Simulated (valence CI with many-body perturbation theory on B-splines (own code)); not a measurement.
## Energy levels of Ba⁵⁰⁺

Computed by configuration interaction combined with many-body perturbation theory (CI+MBPT): four valence electrons over a frozen Dirac-Fock core [He], radial functions for each j: 11 s, 11 p, 10 d, 8 f, 5 g, 2 h, with the one-electron correlation potential Σ1 (screened to all orders), the two-electron term Σ2, the three-electron term Σ3, Breit, model QED; selected single and double excitations, second order for the rest, scaled by the run's own slope (own B-spline code, finite nucleus).

No measured spectrum was set against this ion. As an estimate, large intervals hold to a few tenths of a per cent, small ones and those within an open d or f shell to about a per cent. Among the levels kept, up to 910 cm⁻¹ of a level comes from second order outside the variational space, and about a tenth of that is noise between levels of different J, which matters for small intervals.

Levels 91 to 135 of 208, with energies above the lowest level, (2s^2 2p1/2^2) J=0. "Leading %" is the weight of the configuration and term that name the level; weights of strongly mixed levels are sums over their largest components and can fall short. In the jj column 3d3/2^4 stands for four electrons in 3d with j = 3/2. Lifetimes count E1, E2, E3, M1 and M2 decay at the calculated energies, and are blank where another channel may lead or the interval is too uncertain; long ones can be off by a factor of two.

| No. | Configuration | Term | J | E (× 10³ cm⁻¹) | Leading % | Second component | Lifetime | Leading jj |
| --- | --- | --- | --- | --- | --- | --- | --- | --- |
| 91 | 2s.2p2.3p | 1D° | 2 | 50798 | 34 | 32 % 2s.2p2.3p 3D° | 14.8 fs | 2s 2p1/2 2p3/2 3p3/2 (91 %) |
| 92 | 2s.2p2.3p | 3P° | 0 | 50800 | 81 | 18 % 2s.2p2.3p 1S° | 251 fs | 2s 2p1/2 2p3/2 3p3/2 (99 %) |
| 93 | 2s.2p2.3d | 3D | 2 | 50828 | 33 | 26 % 2s.2p2.3d 5D | 1.82 fs | 2s 2p1/2 2p3/2 3d3/2 (81 %) |
| 94 | 2s.2p2.3d | 5P | 2 | 50840 | 31 | 30 % 2s.2p2.3d 3F | 2.35 fs | 2s 2p1/2 2p3/2 3d5/2 (82 %) |
| 95 | 2s.2p2.3d | 5P | 1 | 50859 | 32 | 26 % 2s.2p2.3d 3P | 1.36 fs | 2s 2p1/2 2p3/2 3d3/2 (92 %) |
| 96 | 2s.2p2.3p | 3P° | 1 | 50859 | 52 | 24 % 2s.2p2.3p 1P° | 103 fs | 2s 2p1/2 2p3/2 3p3/2 (98 %) |
| 97 | 2p3.3s | 3P° | 2 | 50901 | 28 | 18 % 2p3.3s 5S° | 14.8 fs | 2p1/2^2 2p3/2 3s (60 %) |
| 98 | 2s.2p2.3d | 3F | 3 | 50914 | 47 | 14 % 2s.2p2.3d 3D | 1.46 fs | 2s 2p1/2 2p3/2 3d5/2 (75 %) |
| 99 | 2s.2p2.3d | 3D | 1 | 50945 | 32 | 19 % 2s.2p2.3d 3P | 2.75 fs | 2s 2p1/2 2p3/2 3d5/2 (89 %) |
| 100 | 2s.2p2.3d | 3G | 5 | 50958 | 57 | 43 % 2s.2p2.3d 5F | 46.1 ps | 2s 2p1/2 2p3/2 3d5/2 (99 %) |
| 101 | 2p3.3s | 1P° | 1 | 50959 | 19 | 19 % 2p3.3s 3D° | 11.7 fs | 2p1/2^2 2p3/2 3s (64 %) |
| 102 | 2s.2p2.3d | 3F | 2 | 51062 | 48 | 38 % 2s.2p2.3d 3P | 7.65 fs | 2s 2p1/2 2p3/2 3d5/2 (52 %) |
| 103 | 2s.2p2.3d | 3D | 3 | 51108 | 47 | 28 % 2s.2p2.3d 1F | 2.86 fs | 2s 2p1/2 2p3/2 3d5/2 (86 %) |
| 104 | 2s.2p2.3d | 3F | 4 | 51158 | 55 | 27 % 2s.2p2.3d 1G | 1.67 fs | 2s 2p1/2 2p3/2 3d5/2 (90 %) |
| 105 | 2s.2p2.3d | 3G | 3 | 51162 | 49 | 19 % 2s.2p2.3d 3F | 7.56 fs | 2s 2p1/2 2p3/2 3d3/2 (90 %) |
| 106 | 2s.2p2.3d | 3D | 1 | 51184 | 57 | 10 % 2s.2p2.3d 3S | 1.90 fs | 2s 2p1/2 2p3/2 3d5/2 (71 %) |
| 107 | 2s.2p2.3d | 3F | 2 | 51211 | 20 | 10 % 2p3.3p 3D | 1.90 fs | 2s 2p1/2 2p3/2 3d3/2 (47 %) |
| 108 | 2s.2p2.3d | 3D | 1 | 51213 | 59 | 15 % 2s.2p2.3d 1P | 6.65 fs | 2s 2p1/2 2p3/2 3d3/2 (90 %) |
| 109 | 2s.2p2.3d | 1D | 2 | 51254 | 40 | 21 % 2s.2p2.3d 3D | 2.57 fs | 2s 2p1/2 2p3/2 3d3/2 (45 %) |
| 110 | 2s.2p2.3d | 3P | 0 | 51254 | 81 | 16 % 2s.2p2.3d 1S | 1.68 fs | 2s 2p1/2 2p3/2 3d5/2 (89 %) |
| 111 | 2p3.3p | 5P | 1 | 51283 | 17 | 16 % 2p3.3p 3P | 5.87 fs | 2p1/2^2 2p3/2 3p1/2 (73 %) |
| 112 | 2s.2p2.3d | 1P | 1 | 51371 | 43 | 16 % 2s.2p2.3d 3D | 2.09 fs | 2s 2p1/2 2p3/2 3d3/2 (70 %) |
| 113 | 2s.2p2.3d | 1D | 2 | 51382 | 20 | 12 % 2s.2p2.3d 3F | 4.91 fs | 2s 2p1/2 2p3/2 3d3/2 (58 %) |
| 114 | 2s.2p2.3d | 3P | 0 | 51385 | 55 | 43 % 2s.2p2.3d 1S | 1.75 fs | 2s 2p1/2 2p3/2 3d3/2 (90 %) |
| 115 | 2s.2p2.3d | 3D | 3 | 51438 | 41 | 28 % 2s.2p2.3d 3F | 7.38 fs | 2s 2p1/2 2p3/2 3d5/2 (97 %) |
| 116 | 2s.2p2.3d | 3F | 4 | 51469 | 42 | 33 % 2s.2p2.3d 3G | 6.72 fs | 2s 2p1/2 2p3/2 3d5/2 (99 %) |
| 117 | 2s.2p2.3d | 3P | 2 | 51548 | 47 | 20 % 2s.2p2.3d 3D | 1.39 fs | 2s 2p1/2 2p3/2 3d5/2 (96 %) |
| 118 | 2s.2p2.3d | 1F | 3 | 51555 | 42 | 32 % 2s.2p2.3d 3F | 1.54 fs | 2s 2p1/2 2p3/2 3d5/2 (97 %) |
| 119 | 2s.2p2.3d | 3P | 1 | 51555 | 48 | 26 % 2s.2p2.3d 3S | 2.10 fs | 2s 2p1/2 2p3/2 3d5/2 (97 %) |
| 120 | 2s.2p2.3d | 3D | 2 | 51574 | 47 | 23 % 2s.2p2.3d 1D | 2.23 fs | 2s 2p1/2 2p3/2 3d5/2 (98 %) |
| 121 | 2s.2p2.3s | 5P | 3 | 52042 | 57 | 42 % 2s.2p2.3s 3D | 42.4 fs | 2s 2p3/2^2 3s (98 %) |
| 122 | 2s.2p2.3s | 3P | 2 | 52193 | 52 | 20 % 2s.2p2.3s 1D | 12.7 fs | 2s 2p3/2^2 3s (98 %) |
| 123 | 2p3.3p | 3D | 3 | 52228 | 47 | 27 % 2p3.3p 5P | 8.31 fs | 2p1/2^2 2p3/2 3p3/2 (96 %) |
| 124 | 2p3.3p | 3P | 1 | 52231 | 35 | 24 % 2p3.3p 1P | 7.31 fs | 2p1/2^2 2p3/2 3p3/2 (97 %) |
| 125 | 2p3.3p | 3P | 2 | 52390 | 41 | 16 % 2p3.3p 1D | 7.32 fs | 2p1/2^2 2p3/2 3p3/2 (96 %) |
| 126 | 2p3.3p | 3P | 0 | 52541 | 72 | 26 % 2p3.3p 1S | 7.81 fs | 2p1/2^2 2p3/2 3p3/2 (97 %) |
| 127 | 2s.2p2.3p | 3P° | 2 | 52649 | 24 | 20 % 2s.2p2.3p 5P° | 22.2 fs | 2s 2p3/2^2 3p1/2 (92 %) |
| 128 | 2p3.3d | 3D° | 2 | 52665 | 29 | 18 % 2p3.3d 3F° | 27.8 fs | 2p1/2^2 2p3/2 3d3/2 (90 %) |
| 129 | 2s.2p2.3p | 3D° | 3 | 52675 | 41 | 17 % 2s.2p2.3p 5D° | 8.97 fs | 2s 2p3/2^2 3p1/2 (93 %) |
| 130 | 2s.2p2.3s | 3S | 1 | 52685 | 68 | 17 % 2s.2p2.3s 3P | 18.7 fs | 2s 2p3/2^2 3s (98 %) |
| 131 | 2p3.3d | 3F° | 3 | 52711 | 25 | 20 % 2p3.3d 3D° | 76.3 fs | 2p1/2^2 2p3/2 3d3/2 (89 %) |
| 132 | 2s.2p2.3s | 1P | 1 | 52729 | 46 | 28 % 2s.2p2.3s 3D | 10.1 fs | 2s 2p3/2^2 3s (98 %) |
| 133 | 2p3.3d | 3D° | 1 | 52735 | 31 | 27 % 2p3.3d 3P° | 7.97 fs | 2p1/2^2 2p3/2 3d3/2 (98 %) |
| 134 | 2s.2p2.3s | 3P | 2 | 52744 | 65 | 16 % 2s.2p2.3s 1D | 40.4 fs | 2s 2p3/2^2 3s (98 %) |
| 135 | 2p3.3d | 3P° | 0 | 52746 | 60 | 28 % 2p3.3d 5D° | 157 fs | 2p1/2^2 2p3/2 3d3/2 (98 %) |

Where two levels of one J and parity lie close, their mixing, g and order are uncertain.
